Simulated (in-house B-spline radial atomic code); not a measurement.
Multiplet parameters of the 4d6 shell in the tin ion Sn⁸⁺ ([Kr] 4d6). Method: non-relativistic Hartree-Fock, average of configuration, point nucleus. Calculated with a radial B-spline atomic code at the basis-set limit.

Slater integrals: F^2 = 106899 cm⁻¹, F^4 = 71654 cm⁻¹. Central-field spin-orbit parameter ζ(4d) = 4185 cm⁻¹ (bare central field on non-relativistic orbitals, without two-electron terms: too large for light atoms, too small for heavy ones).

**Question.** What are Racah's B and C?

**Answer.** B = F^2/49 - 5F^4/441 = 1369 cm⁻¹, C = 35F^4/441 = 5687 cm⁻¹, C/B = 4.15.

**Question.** Where do the terms lie in LS coupling, without spin-orbit interaction?

**Answer.** In cm⁻¹ above the Hund's-rule term (some of the terms):
| term | expression | energy |
| --- | --- | --- |
| 5D | 0B + 0C | 0 |
| 3H | 4B + 4C | 28224 |
| 3G | 9B + 4C | 35070 |
| 3D | 16B + 4C | 44655 |
| 1I | 6B + 6C | 42336 |

**Question.** Is LS coupling a fair picture here?

**Answer.** Fits to spectra need these integrals scaled down, since correlation screens the repulsion. Here ζ is 3.06 times B, so spin-orbit coupling rivals the gaps between some terms: low levels can stay fairly pure, while close terms of equal J mix strongly.
